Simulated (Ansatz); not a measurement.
A structure relaxed at PBE-D4/def2-SVP in Ansatz, charge 0, singlet:

Cartesian coordinates in Å:
```
Te 0.526 -1.613 -0.729
Ge 0.472 0.831 -1.572
H -0.976 1.386 -1.517
H 0.979 0.811 -3.035
H 1.396 1.720 -0.698
Ge -0.457 -0.882 1.549
H -0.461 -2.135 2.459
H -1.904 -0.350 1.368
H 0.425 0.231 2.174
```

(1) Give its formula, name or SMILES and point group.

(2) Summarise the bond lengths by kind (pairs closer than 1.2 times the sum of covalent radii, bridged metal pairs left out).

## Answers

(1) Te(GeH3)2 (Ge2TeH6). Point group C2 (tolerance 0.1 Å).

(2) 2 × Ge–Te 2.59 Å; 6 × Ge–H 1.55 Å.

In the def2 sets Te takes a core potential; there is no spin–orbit coupling.
